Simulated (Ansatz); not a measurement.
```yaml
crystal:
  periodic: [false, false, false]
  atoms:
    - {symbol: Mg, position_ang: [1.560303, 1.656332, 0.899532]}
    - {symbol: Mg, position_ang: [-0.771101, -1.172142, -2.004601]}
    - {symbol: Mg, position_ang: [0.487072, -1.499879, 1.073110]}
    - {symbol: Mg, position_ang: [-1.645029, 0.790541, 0.551486]}
    - {symbol: H, position_ang: [-2.438249, -0.044696, -1.108778]}
    - {symbol: H, position_ang: [-1.305109, -0.800011, 1.827398]}
    - {symbol: H, position_ang: [0.320157, 0.195929, -0.446669]}
    - {symbol: H, position_ang: [2.973797, 2.865105, 0.454425]}
    - {symbol: H, position_ang: [-0.525388, -1.368138, -3.892095]}
    - {symbol: H, position_ang: [-0.034272, -2.625304, -0.522380]}
    - {symbol: H, position_ang: [-0.511558, 2.291074, 1.290410]}
    - {symbol: H, position_ang: [1.889377, -0.288834, 1.878186]}
basis:
  gaussian: {orbitals: def2-mTZVP, fitting: {mean_field: def2-universal-jkfit}}
total_charge: -1
magnetization: {spin_polarized: true, initial_magnetization: 1}
hamiltonian: {xc: {name: revPBE}, dispersion: d3bjatm}
scf: {lower_state_search: off}
output: {forces: true}
```

```sh
$ ansatz run in.yaml --threads 4 --pin off --events-out ev --progress --plain --max-ram 3916MiB
```

Output, abridged:

```
Functional definition: revPBE
592 factors; integrals over basis functions are off by at most 1.0e0 eV
mean field evaluation 1: about -21897.0713 eV, gradient 2.1e1 eV
mean field evaluation 2: about -21896.3779 eV, gradient 2.1e1 eV
mean field evaluation 4: about -21900.3089 eV, gradient 7.2e0 eV
mean field evaluation 8: about -21901.0440 eV, gradient 3.2e0 eV
mean field evaluation 16: about -21901.3150 eV, gradient 2.3e-3 eV
mean field -21901.31497589 eV, -804.8584801194 hartree, gradient 3.0e-6 eV, S^2 0.754939; 0 other end points of the search recorded, 0 dependent functions left out
reference -21901.31506926 eV, -804.8584835506 hartree; 29, 28 occupied and 51, 52 virtual orbitals, 592 factors
Total energy: -21902.01175230 eV, -804.8840861802 hartree
Atom 0 at     1.560303     1.656332     0.899532 Å, force    -0.188827    -0.140740     0.175989 eV/Å
Atom 1 at    -0.771101    -1.172142    -2.004601 Å, force    -0.125225    -0.057386     0.261612 eV/Å
Atom 2 at     0.487072    -1.499879     1.073110 Å, force    -0.093462     0.238930    -0.162997 eV/Å
Atom 3 at    -1.645029     0.790541     0.551486 Å, force     0.259877    -0.140218    -0.074615 eV/Å
Atom 4 at    -2.438249    -0.044696    -1.108778 Å, force     0.656218    -0.234024     0.164197 eV/Å
Atom 5 at    -1.305109    -0.800011     1.827398 Å, force     0.499108     0.308012    -0.699900 eV/Å
Atom 6 at     0.320157     0.195929    -0.446669 Å, force    -0.082064    -0.047634     0.113968 eV/Å
Atom 7 at     2.973797     2.865105     0.454425 Å, force    -0.582698    -0.518063     0.087211 eV/Å
Atom 8 at    -0.525388    -1.368138    -3.892095 Å, force    -0.027463     0.147638     0.773984 eV/Å
Atom 9 at    -0.034272    -2.625304    -0.522380 Å, force    -0.201294     0.682760    -0.046589 eV/Å
Atom 10 at    -0.511558     2.291074     1.290410 Å, force     0.370520    -0.578513    -0.191752 eV/Å
Atom 11 at     1.889377    -0.288834     1.878186 Å, force    -0.484690     0.339238    -0.401108 eV/Å
Dipole moment:    -0.348531    -0.210511     0.489948 e Å
Checks for a lower state left out: stability, starts, cluster_reference, orbital_swaps, neighbouring_geometries, increment
```

Hardware: 4 threads of AMD EPYC 7B13 on a shared host. Wall time 1.1 s.

The highest occupied level of an anion often lies above zero with these methods, and sets without diffuse functions describe the outer electron poorly.

The dipole of an ion depends on the origin.
